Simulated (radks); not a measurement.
Question: Neutral ytterbium: order these configurations by energy. All-electron calculation, Dirac Kohn-Sham, PBE, spin-unpolarised, spherical densities, finite nucleus; Fermi nuclear charge, rms radius of each element as measured or else 0.836 A^(1/3) + 0.57 fm. Program: a radial shooting solver on a logarithmic mesh with Libxc functionals. Sub-shells are occupied by j as written (lower j first in brackets). [Xe] 4f(5/2: 5, 7/2: 8) 5d(3/2: 1, 5/2: 0) 6s2; [Xe] 4f(5/2: 5, 7/2: 8) 6s2 6p(1/2: 1, 3/2: 0); [Xe] 4f(5/2: 6, 7/2: 7) 5d(3/2: 1, 5/2: 0) 6s2; [Xe] 4f(5/2: 6, 7/2: 7) 6s2 6p(1/2: 1, 3/2: 0); [Xe] 4f14 6s2.

Answer: From the lowest, in eV above it: [Xe] 4f14 6s2 0.000; [Xe] 4f(5/2: 6, 7/2: 7) 5d(3/2: 1, 5/2: 0) 6s2 4.180; [Xe] 4f(5/2: 6, 7/2: 7) 6s2 6p(1/2: 1, 3/2: 0) 5.147; [Xe] 4f(5/2: 5, 7/2: 8) 5d(3/2: 1, 5/2: 0) 6s2 5.571; [Xe] 4f(5/2: 5, 7/2: 8) 6s2 6p(1/2: 1, 3/2: 0) 6.540.
